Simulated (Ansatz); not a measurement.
Breaking a bond: B2, triplet.

Computed with: ROCCSD(T) = CCSD(T) on ROHF/cc-pVTZ, frozen core in Ansatz (a program for electronic structure); FCI = full CI/cc-pVTZ, frozen core run with Ansatz.

Energies relative to the lowest point of each curve between 1.32 and 1.82 Å, where full CI is lowest, in kJ/mol:

| R / Å | ROCCSD(T) |
|---|---|
| 1.21 | 416.4 |
| 1.32 | 235.1 |
| 1.40 | 166.2 |
| 1.47 | 82.8 |
| 1.51 | 59.5 |
| 1.60 | 20.7 |
| 1.65 | 8.8 |
| 1.70 | 2.2 |
| 1.74 | 0.0 |
| 1.82 | 1.9 |

Predict the corresponding FCI column.

1.21: 331.2; 1.32: 139.8; 1.40: 62.3; 1.47: 23.7; 1.51: 10.9; 1.60: 0.0; 1.65: 2.0; 1.70: 8.1; 1.74: 15.2; 1.82: 33.8 (kJ/mol).

The scan ran from 1.21 to 5.68 Å; beyond the distances shown full CI changes its symmetry label. The T1 diagnostic of CCSD on the restricted reference of ROCCSD(T) exceeds 0.045 at 1.47 to 1.82 Å. At the minimum ROCCSD(T) lies far from FCI: another state is possible. Also computed but left out beside FCI, since their determinant holds another spin at the minimum (<S²> over 0.7 above the pure value): UHF, UMP2, UCCSD, UCCSD(T), UMP2/6-31G*.
